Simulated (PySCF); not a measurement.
# SiEt3(vinyl): computed shieldings and shifts

SiEt3(vinyl), C8H18Si, point group C1.

Geometry:
```
atom   x (Å)   y (Å)   z (Å)
 Si1  -0.137  -0.006  -0.207
  C2  -0.261  -0.129   1.679
  C3   0.489  -1.315   2.277
  H4  -1.333  -0.183   1.941
  H5   0.102   0.820   2.113
  H6   0.361  -1.380   3.370
  H7   0.143  -2.268   1.846
  H8   1.572  -1.249   2.082
  C9   1.676   0.024  -0.741
 C10   2.494   1.152  -0.118
 H11   1.708   0.088  -1.843
 H12   2.124  -0.953  -0.488
 H13   3.545   1.131  -0.448
 H14   2.091   2.143  -0.383
 H15   2.498   1.090   0.983
 C16  -1.010   1.568  -0.791
 C17  -2.498   1.644  -0.459
 H18  -0.857   1.648  -1.882
 H19  -0.478   2.430  -0.351
 H20  -2.956   2.576  -0.827
 H21  -3.057   0.809  -0.910
 H22  -2.675   1.603   0.628
 C23  -0.988  -1.507  -0.951
 C24  -0.390  -2.442  -1.700
 H25  -2.060  -1.642  -0.747
 H26   0.676  -2.390  -1.950
 H27  -0.931  -3.306  -2.103
```

GIAO calculations in PySCF 2.14.0 with density-fitted response routines on the PBE0-D3(BJ)/def2-SVP structure: isolated species, non-relativistic, equivalent atoms averaged; basis pcSseg-1.

**Question.** Give the isotropic shieldings (ppm) with KT2, PBE0.

**Answer.** 
| atoms | environment | KT2 | PBE0 |
| --- | --- | --- | --- |
| Si1 | silicon bonded to 4 C | 365.4 | 353.7 |
| C23 | carbon bonded to C, Si, H | 49.2 | 39.0 |
| C24 | carbon bonded to C, 2 H | 51.3 | 41.8 |
| C3/C10/C17 | carbon bonded to C, 3 H | 173.8 | 175.8 |
| C2/C9/C16 | carbon bonded to C, Si, 2 H | 177.2 | 180.0 |
| H25 | hydrogen on a carbon bonded to C, Si | 24.88 | 24.77 |
| H26/H27 | hydrogen on a carbon bonded to C | 25.28 | 25.16 |
| H6/H7/H8/H13/H14/H15/H20/H21/H22 | hydrogen on a carbon bonded to C | 30.17 | 30.30 |
| H4/H5/H11/H12/H18/H19 | hydrogen on a carbon bonded to C, Si | 30.54 | 30.76 |
| HOMO–LUMO gap (eV) | – | 5.15 | 7.28 |

**Question.** And the chemical shifts, against references computed in the same way?

**Answer.** 
| atoms | nucleus, reference | KT2 | PBE0 |
| --- | --- | --- | --- |
| Si1 | ²⁹Si, TMS | -4.4 | -1.7 |
| C23 | ¹³C, TMS | 134.0 | 145.4 |
| C24 | ¹³C, TMS | 131.9 | 142.6 |
| C3/C10/C17 | ¹³C, TMS | 9.5 | 8.6 |
| C2/C9/C16 | ¹³C, TMS | 6.1 | 4.4 |
| H25 | ¹H, TMS | 6.30 | 6.50 |
| H26/H27 | ¹H, TMS | 5.90 | 6.11 |
| H6/H7/H8/H13/H14/H15/H20/H21/H22 | ¹H, TMS | 1.01 | 0.97 |
| H4/H5/H11/H12/H18/H19 | ¹H, TMS | 0.64 | 0.51 |

**Question.** Which part of the shielding of Si1 depends on the functional?

**Answer.** Diamagnetic: KT2 889, PBE0 885 ppm; paramagnetic: KT2 -524, PBE0 -532 ppm.
